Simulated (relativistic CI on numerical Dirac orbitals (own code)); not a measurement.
# Hyperfine structure of Ba L, mass number 137

Calculated at this level of theory: Dirac-Coulomb-Breit CI, KLI orbitals optimised for each configuration, model QED, unscaled Slater integrals (own radial code, finite nucleus).

Configuration list (outside the closed core 1s2): 2s²2p³, 2s2p⁴, 2p⁵, 2p⁴3s, 2p⁴3p, 2p⁴3d, 2s²2p²3s, 2s²2p²3p, 2s²2p²3d, 2s2p³3s, 2s2p³3p, 2s2p³3d, 2s²2p²4s, 2s²2p²4p, 2s²2p²4d, 2s²2p²4f. Levels of other configurations are missing.

Nuclear spin I = 3/2, μ = 0.9375 μN, Q = 0.236 b (tables of Stone and Pyykkö). The electronic factors are computed for point nuclear moments, without core polarisation or the Bohr-Weisskopf and QED corrections.

| Level | E (eV) | A (GHz) | B (GHz) |
| --- | --- | --- | --- |
| 2s²2p³ ²D°5/2 | 402.33 | 458.3 | -0.385 |
| 2s²2p³ ²P°1/2 | 435.42 | 1436 |  |
| 2s2p⁴ ⁴P5/2 | 611.11 | 1070 | 39.1 |
| 2s2p⁴ ²S1/2 | 684.07 | 4445 |  |
| 2s²2p³ ²P°3/2 | 818.23 | 219.8 | -161 |
| 2s2p⁴ ⁴P3/2 | 1013.52 | 1061 | -118 |
| 2s2p⁴ ²D5/2 | 1047.58 | 1324 | -192 |
| 2s2p⁴ ²P1/2 | 1087.22 | -1491 |  |

Levels with J = 0, under 50 % of one LS term, or S terms without an open s electron are left out. Small factors come from cancelling terms and can be off by tens of per cent or more.

At this charge energies of transitions that change n are usually good to better than 1 %, and those within a shell (Δn = 0) to a few per cent.

Question: Give the hyperfine levels of 2s²2p³ ²P°1/2 relative to its centre of gravity.

Answer: With K = F(F + 1) − I(I + 1) − J(J + 1), E = AK/2: F = 1: -1796, F = 2: 1077 GHz.

LS names give the leading component of a level, which can be under half, so a name can repeat, a term be missing and a line seem to break the LS rules.
